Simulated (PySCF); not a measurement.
Structure problem from calculated spectra and properties.

Formula: C3H4BCl.

| Quantity | Value |
| --- | --- |
| Rotational structure | rotational constants A, B, C: 17.475, 1.534, 1.423 GHz [PBE0-D3(BJ)/def2-SVP] |
| 13C NMR | chemical shifts (computed TMS as zero) by class: 155.9 (1 C), 109.2 (1 C), 37.0 (1 C) ppm [GIAO PBE0/pcSseg-1] |
| 1H NMR | chemical shifts (computed TMS as zero) by class: 6.75 (2 H), 4.54 (2 H) ppm [GIAO PBE0/pcSseg-1] |
| Triplet | lowest triplet excitation (Tamm–Dancoff): 3.63 eV [TDA CAM-B3LYP/def2-SVPD] |
| Dipole | 1.73 D [CAM-B3LYP/def2-SVPD] |
| UV, first state | lowest singlet excitation: 3.95 eV (314 nm, f = 0.000) [TDDFT CAM-B3LYP/def2-SVPD] |
| Polarisability | 68.8 au [CAM-B3LYP/def2-SVPD] |

Electronic properties: PySCF, gas phase, density fitting. Levels stand in brackets. Geometry: PBE0-D3(BJ)/def2-SVP; no solvent, vibrations or thermal averaging. NMR values are class means; diastereotopic atoms form classes of their own.

Problem. Propose a structure and show how it fits.

Solution. Numbering: `[BH2:1][C:2]#[C:3][CH2:4][Cl:5]`. 3 carbons fall into 3 classes; from least to most shielded: alkyne carbon [C3] (155.9 ppm), alkyne carbon [C2] (109.2 ppm), sp3 C–Cl carbon [C4] (37.0 ppm). Hydrogen classes from least to most shielded: 2 H on a three-coordinate boron, B1 (6.75 ppm), 2 H on an sp3 C–Cl carbon, C4 (4.54 ppm). S1 is mainly HOMO→LUMO (weight 0.96); the largest Löwdin shares of the orbital it empties are 0.35 on an alkyne carbon, 0.30 on an alkyne carbon, 0.11 on the alkyl chlorine and 0.10 on the three-coordinate boron, of the orbital it fills 0.42 on the three-coordinate boron, 0.19 on an alkyne carbon, 0.18 on an alkyne carbon and 0.07 on a B–H hydrogen. The optimised geometry has point group Cs and is an asymmetric top. Structure: `BC#CCCl`. The assignments are read from this structure; whether some other isomer fits the data as well wasn't checked.
